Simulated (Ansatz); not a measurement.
Gas-phase electronic energies from Ansatz, PBE0-D4/def2-TZVP geometries. CBS: MP2 limit from def2 TZ/QZ plus the TZ coupled-cluster correction, frozen cores. This one scheme is used for every species. DFT in def2-TZVPP. For Ga outer-core shells are correlated without core-valence functions, which leaves a few kJ/mol of doubt a bond. Scalar relativity is left out up to krypton. Each species was taken in one conformer, which may not be the lowest.

Reaction (cleavage of the Ga–Si bond): `N[SiH2][GaH2]` + HCl → `[Cl][GaH2]` + `N[SiH3]`

Task: Is it downhill or uphill in electronic energy at CCSD(T)/CBS, and by how much? (Best estimate.)

Result: Ansatz gave: Downhill: ΔE = -121.2 kJ/mol.

Task: What do these levels give: B97M-V, CAM-B3LYP-D4, ωB97M-V, BLYP, CCSD(T)/def2-TZVPP, SCS-MP2/def2-QZVPP? (An estimate is asked.)

Result: The calculation gave: B97M-V -123.2, CAM-B3LYP-D4 -125.2, ωB97M-V -124.6, BLYP -122.0, CCSD(T)/def2-TZVPP -121.5, SCS-MP2/def2-QZVPP -131.6 kJ/mol.

Largest T1 diagnostic among the species: 0.012.

At CCSD(T), def2-SVP lies −10.6 kJ/mol from the extrapolated value and def2-TZVPP −0.3 kJ/mol. The D4 term adds +4.8 kJ/mol with B3LYP and +2.8 kJ/mol with PBE0; it sums over pairs of atoms, weighted by their polarisabilities, and B3LYP, whose exchange is more repulsive, gets the larger term. Leaving LDA and LC-ωPBE aside and taking each functional with its dispersion term where it has one, the values, not all of them listed here, spread over 21.7 kJ/mol, from BHLYP-D4 to revPBE-D4. LDA lies +4.1 kJ/mol from PBE without D4.

B3LYP here is the variant with VWN-RPA as its local correlation; programs differ in this.
